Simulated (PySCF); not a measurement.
C2H3, SMILES [CH][CH2+] (connectivity only; charge and spin as stated), charge +1, multiplicity 1.

Coordinates come from a B3LYP-D3(BJ)/def2-TZVP optimisation.

These are M06-2X/def2-TZVPD (PySCF) values and carry that method's errors.

Symmetry labels are those of the subgroup C2v that the program uses (full group C2v).

Question: List the valence orbital energies around the gap with their symmetry. (Estimate from the structure and the level; the computed values follow.)

Answer: 
```json
[
 {"orbital": "HOMO−6", "symmetry": "A1", "energy (eV)": "-297.79"},
 {"orbital": "HOMO−5", "symmetry": "A1", "energy (eV)": "-295.32"},
 {"orbital": "HOMO−4", "symmetry": "A1", "energy (eV)": "-32.49"},
 {"orbital": "HOMO−3", "symmetry": "A1", "energy (eV)": "-26.18"},
 {"orbital": "HOMO−2", "symmetry": "A1", "energy (eV)": "-22.95"},
 {"orbital": "HOMO−1", "symmetry": "B2", "energy (eV)": "-21.96"},
 {"orbital": "HOMO", "symmetry": "B1", "energy (eV)": "-18.24"},
 {"orbital": "LUMO", "symmetry": "B2", "energy (eV)": "-9.85"},
 {"orbital": "LUMO+1", "symmetry": "B1", "energy (eV)": "-6.42"},
 {"orbital": "LUMO+2", "symmetry": "A1", "energy (eV)": "-4.23"},
 {"orbital": "LUMO+3", "symmetry": "A1", "energy (eV)": "-3.83"}
]
```
